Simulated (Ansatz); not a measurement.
A nudged elastic band was laid between two geometries of Cl2H4Si2 (8 atoms, charge 0, multiplicity 1).

The calculation used RKS BHLYP/def2-SVP (Ansatz).

```yaml
movable_images: 5
climbing_image: yes
spring: 5.0 eV/Å²
optimiser: quadratic models (default)
start_path: through a guess of the saddle point
force_threshold: 0.05 eV/Å
iteration_limit: 60
end_points: relaxed
```

Initial state:

```xyz
8
Properties=species:S:1:pos:R:3
Si 0.406 0.031 -0.060
Si 1.012 -0.014 2.199
H -0.214 -0.203 3.003
H 1.951 -1.134 2.437
H 1.663 1.266 2.562
H 1.523 0.193 -1.006
Cl -0.900 1.604 -0.363
Cl -0.550 -1.743 -0.524
```

Final state:

```xyz
8
Properties=species:S:1:pos:R:3
Si -1.302 0.456 -0.371
Si 1.613 -0.139 2.367
H 0.560 -0.975 2.986
H 2.947 -0.584 2.828
H 1.401 1.280 2.729
H 1.534 -0.279 0.892
Cl -0.505 1.652 -1.883
Cl -1.356 -1.411 -1.300
```

**Question.** What changes between the two ends?

**Answer.** Bonds broken: Si1–Si2, Si1–H6. Bonds formed: Si2–H6. Cl2H4Si2 becomes Cl2Si + H4Si.

**Question.** Give the energies along the band, and the barrier.

**Answer.** The forces met the threshold. The highest image is number 3 of 0 to 6, 238.6 kJ/mol above the first end and 105.7 kJ/mol above the last; the last end lies 133.0 kJ/mol above the first. Neighbouring images differ by up to 1.7 eV, so the band resolves the path poorly. A vibrational analysis at the climbing image gives one clearly imaginary mode, 506i cm⁻¹: a first-order saddle point. The orbitals stay closed-shell, which can raise the energy where a bond breaks towards radicals; this wasn't checked here.

| image | path coordinate (Å) | energy (kJ/mol) | Si1–Si2 (Å) | Si1–H6 (Å) | Si2–H6 (Å) |
| --- | --- | --- | --- | --- | --- |
| 0 | 0.00 | 0.0 | 2.34 | 1.47 | 3.25 |
| 1 | 0.93 | 6.3 | 2.34 | 1.47 | 3.10 |
| 2 | 1.85 | 78.3 | 2.32 | 1.46 | 2.48 |
| 3 | 2.78 | 238.6 | 2.39 | 1.67 | 1.74 |
| 4 | 3.63 | 152.8 | 3.07 | 2.15 | 1.50 |
| 5 | 4.48 | 134.4 | 3.75 | 2.74 | 1.48 |
| 6 | 5.34 | 133.0 | 4.04 | 3.19 | 1.48 |

**Question.** What is the geometry of the highest image?

**Answer.** 
```xyz
8
Properties=species:S:1:pos:R:3:forces:R:3
Si -0.451 0.086 0.286 0.00 0.00 0.00
Si 1.129 -0.069 2.069 0.00 0.00 0.00
H 0.367 -0.697 3.175 0.00 0.00 0.00
H 2.423 -0.794 2.018 0.00 0.00 0.00
H 1.318 1.381 2.245 0.00 0.00 0.00
H 1.208 -0.117 0.331 0.00 0.00 0.00
Cl -0.340 1.768 -0.929 0.00 0.00 0.00
Cl -0.762 -1.558 -0.948 0.00 0.00 0.00
```

The run took 2.3 min on 2 threads of Arm Neoverse V1, with other jobs on the host, peak memory 0.2 GiB.
